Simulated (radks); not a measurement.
Values are calculated unless marked as measured or tabulated.
Q: Ba+, 55 electrons, occupied as [Kr] 4d10 5s2 5p5.5 6s1 5d0.5 (fractional occupations, a model configuration). Level of theory: Dirac Kohn-Sham, PBE, spin-unpolarised, spherical densities, point nucleus; open shells are shared between the two j in proportion to 2j + 1 (a radial shooting solver on a logarithmic mesh with Libxc functionals). Some entries of the table are withheld. Estimate them.

orbital,occ.,eigenvalue (eV),<r^2> (bohr^2)
1s1/2,2,(1),0.0008883
2s1/2,2,-5889.638,0.01415
2p1/2,2,-5548.038,0.01041
2p3/2,4,-5166.290,0.01168
3s1/2,2,-1249.059,0.09731
3p1/2,2,-1105.753,0.09212
3p3/2,4,-1031.962,0.09985
3d3/2,4,-780.6753,0.08261
3d5/2,6,-764.9466,0.08482
4s1/2,2,-250.9438,0.5125
4p1/2,2,(2),0.5524
4p3/2,4,(3),0.5961
4d3/2,4,-98.4159,0.7328
4d5/2,6,-95.7994,0.7511
5s1/2,2,-40.4410,2.983
5p1/2,1.83333,-26.8167,3.838
5p3/2,3.66667,-24.6850,4.182
6s1/2,1,-7.8793,20.17
5d3/2,0.2,-7.7366,10.34
5d5/2,0.3,-7.5678,10.68
6p1/2,0,-5.3313,29.84
6p3/2,0,-5.0901,31.94

A: 
(1) 1s1/2 eigenvalue (eV): -37237.38
(2) 4p1/2 eigenvalue (eV): -198.8546
(3) 4p3/2 eigenvalue (eV): -183.4718
